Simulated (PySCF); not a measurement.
Run record: excited-state job, `C[O][GeH2][SiH]1COC1`.

Computed with TDDFT wB97X-D/def2-SVPD, vertical, gas phase, core orbitals frozen in the response (PySCF 2.14.0, density-fitted response routines). Geometry: GFN2-xTB. A driver script takes a list of jobs; this job's settings line and coordinates (Å) are shown.

Command:
```bash
OMP_NUM_THREADS=1 python probes_run.py task.json out
```

Input:
```
{"job": {"kind": "uv", "xc": "wB97X-D", "basis": "def2-SVPD", "nstates": 8, "ntriplets": 3}, "charge": 0, "multiplicity": 1}
C      3.401137     0.303173    -0.538115
O      1.994950     0.332651    -0.458129
Ge     1.027284    -0.396195     0.836315
Si    -1.059062     0.233523    -0.028681
C     -2.528051    -1.012420     0.016552
O     -3.339907    -0.107749     0.768336
C     -2.420033     0.916451     1.152513
H      3.860058     0.814752     0.311765
H      3.686439     0.815289    -1.458314
H      3.778831    -0.722085    -0.570473
H      1.455761    -1.863054     0.919838
H      1.562563     0.175741     2.150986
H     -0.966463     0.973368    -1.295578
H     -2.368371    -1.938769     0.581245
H     -3.028967    -1.264663    -0.919449
H     -2.211471     0.855258     2.227419
H     -2.851696     1.896759     0.943318
```

Output:
```
coarse grid: 64448 points
cycle   1  E = -2636.5071897095  dE =  1.942e-01  |g| = 9.257e-01  |ddm| = 5.235e+00
cycle   2  E = -2636.4043988665  dE =  1.028e-01  |g| = 1.229e+00  |ddm| = 2.191e+00
cycle   3  E = -2636.6713367437  dE = -2.669e-01  |g| = 7.192e-02  |ddm| = 1.201e+00
cycle   4  E = -2636.6721985984  dE = -8.619e-04  |g| = 4.564e-02  |ddm| = 1.508e-01
cycle   5  E = -2636.6725218950  dE = -3.233e-04  |g| = 9.344e-03  |ddm| = 5.456e-02
cycle   6  E = -2636.6725397543  dE = -1.786e-05  |g| = 4.044e-03  |ddm| = 1.841e-02
cycle   7  E = -2636.6725429236  dE = -3.169e-06  |g| = 8.835e-04  |ddm| = 5.947e-03
final grid: 134728 points
cycle   8  E = -2636.6718759642  dE = -1.892e-06  |g| = 1.300e-03  |ddm| = 1.233e-02
cycle   9  E = -2636.6718759427  dE =  2.150e-08  |g| = 1.477e-03  |ddm| = 2.983e-03
cycle  10  E = -2636.6718762824  dE = -3.397e-07  |g| = 1.362e-04  |ddm| = 1.347e-03
cycle  11  E = -2636.6718762876  dE = -5.216e-09  |g| = 6.821e-05  |ddm| = 3.063e-04
cycle  12  E = -2636.6718762889  dE = -1.336e-09  |g| = 1.882e-05  |ddm| = 1.582e-04
cycle  13  E = -2636.6718762891  dE = -1.437e-10  |g| = 6.108e-06  |ddm| = 5.228e-05
converged SCF energy = -2636.6718762891

Static polarisability (au): isotropic 101.767, principal 90.046 90.475 124.780

Singlet excitations
state   eV       nm        f      main configurations
  1   5.8513    211.9   0.00587   H->L+1 0.93
  2   6.0653    204.4   0.00671   H->L 0.50, H-1->L 0.40
  3   6.0693    204.3   0.00404   H-1->L 0.41, H->L 0.28, H-2->L 0.22
  4   6.2399    198.7   0.01698   H-2->L+1 0.77, H-1->L+1 0.13
  5   6.2968    196.9   0.02423   H-2->L 0.66, H-1->L 0.10, H->L 0.10
  6   6.6466    186.5   0.00774   H-1->L+1 0.80, H-2->L+1 0.13
  7   6.8401    181.3   0.00939   H-3->L 0.91
  8   7.0268    176.4   0.05609   H-3->L+1 0.59, H-4->L 0.31

Triplet excitations (Tamm-Dancoff, eV): 5.5399 5.7190 5.8301
```

The SCF starts on a coarse grid where the log names one; the energy can jump when the final grid takes over, and dE then counts from the start density on the new grid. H and L stand for HOMO and LUMO; the number after each pair is its weight.

Q: How does the lowest singlet excitation compare with the HOMO–LUMO gap?

A: HOMO -9.17 eV and LUMO 0.90 eV give a gap of 10.07 eV; S1 at 5.85 eV lies 4.22 eV below it.

Main results: HOMO -9.17 eV, LUMO 0.90 eV; lowest singlet 5.85 eV; lowest triplet 5.54 eV (Tamm–Dancoff); mean polarisability 101.8 au.

 The wB97X-D/def2-SVPD calculation is non-relativistic and has no spin–orbit coupling, an omission that weighs most on germanium.

Time: 2.7 min of wall time; peak memory 1.1 GiB. Hardware: one thread of an Intel Xeon at 2.50 GHz, no GPU, on a shared host.

One conformer stands for the species.
Labels such as C1 count atoms from 1, the log's own numbers from 0.

Note: wB97X-D ran without an empirical dispersion term, which enters the total energy and its gradient alone.
